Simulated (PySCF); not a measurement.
**Correlation energy of Ga⁺ (gallium, charge +1)**

[Ar] 3d10 4s2, closed-shell 1S. All numbers are calculated (PySCF 2.14, a scalar-relativistic core potential, in aug-cc-pVDZ-PP with ECP10MDF). Frozen: 3s2 3p6 3d10; 2 electrons correlated.

Total MP2 correlation energy: -23.31 mhartree.

Same-spin part 0.00 and opposite-spin part -23.31 mhartree; SCS-MP2 scales them by 1/3 and 6/5 to -27.97 mhartree.

With two correlated electrons CCSD is exact within the correlated space (frozen core and kept virtual orbitals).

```json
{"level": "CCSD", "correlation energy (mhartree)": "-35.42"}
```

Diagnostics: T1 = 0.0048, D1 = 0.0068, largest double amplitude 0.096.

Question: Is a single reference adequate?

Answer: Mostly. T1 lies below 0.03, but a double amplitude of this size points to a near-degeneracy that CCSD handles and MP2 describes poorly.
